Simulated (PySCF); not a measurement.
ClGeH3Se.

```xyz
6

Se     0.8323     0.6399     0.0000
Cl    -1.0543     1.8277     0.0000
Ge    -0.2798    -1.4733     0.0000
H     -1.1418    -1.5856     1.2679
H      0.8608    -2.5107     0.0000
H     -1.1418    -1.5856    -1.2679
```

The structure is a stationary point at B3LYP-D3(BJ)/def2-SVP. The structure was generated by enumeration, and PubChem lists no compound with its InChIKey, so it may never have been made.

Method: PySCF with PBE/pcSseg-1. Non-relativistic, no solvent.

Give the absolute GIAO shielding of each atom: isotropic value and principal components (ppm). (The exact figures need the calculation; the answer reports its results.)


```tsv
atom	σ(iso)	σ11	σ22	σ33	span
Se1	581.6	-1176.9	510.6	2411.2	3588.1
Cl2	983.8	714.7	1097.3	1139.5	424.8
Ge3	1412.6	1271.8	1390.4	1575.7	303.9
H4	26.0	19.2	22.0	36.7	17.5
H5	26.1	19.8	20.9	37.6	17.8
H6	26.0	19.2	22.0	36.7	17.5
```
